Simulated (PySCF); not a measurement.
# Fractional electron number in Hf²⁺ (hafnium, charge +2)

The 5d alpha orbital of [Xe] 4f14 5d2 is emptied in steps (occupation f), with all orbitals relaxed, ending at [Xe] 4f14 5d1. All numbers are calculated (PySCF 2.14, a scalar-relativistic core potential, in def2-TZVPPD with the def2 core potential (60 electrons) (6s5p3d2f1g, 59 functions)). The exact energy is a straight line in f; departures are measured from the line between the end points of the same method.

```csv
f,BHandHLYP (eV),wB97X (eV),CAM-B3LYP (eV)
1,0.000,0.000,0.000
0.9,-0.209,-0.100,-0.204
0.7,-0.490,-0.234,-0.478
0.5,-0.584,-0.278,-0.570
0.3,-0.492,-0.232,-0.479
0.1,-0.211,-0.098,-0.206
0,0.000,0.000,0.000
```

| method | E(f=0) − E(f=1) (eV) | −ε at f=1 (eV) | −ε at f=0.5 (eV) |
| --- | --- | --- | --- |
| BHandHLYP | 22.263 | 19.941 | 22.257 |
| wB97X | 21.986 | 20.874 | 21.993 |
| CAM-B3LYP | 22.376 | 20.116 | 22.373 |

Orbital energy along the path (eV):

```
  f  BHandHLYP    wB97X  CAM-B3LYP
  1    -19.941  -20.874    -20.116
0.9    -20.399  -21.092    -20.554
0.7    -21.324  -21.541    -21.461
0.5    -22.257  -21.993    -22.373
0.3    -23.194  -22.439    -23.286
0.1    -24.137  -22.867    -24.201
  0    -24.614  -23.069    -24.670
```

Reference removal energy between the ground levels: 22.55 ± 0.04 eV (theoretical estimate listed by NIST; NIST Atomic Spectra Database, ionization energies). The calculation has no spin-orbit coupling.
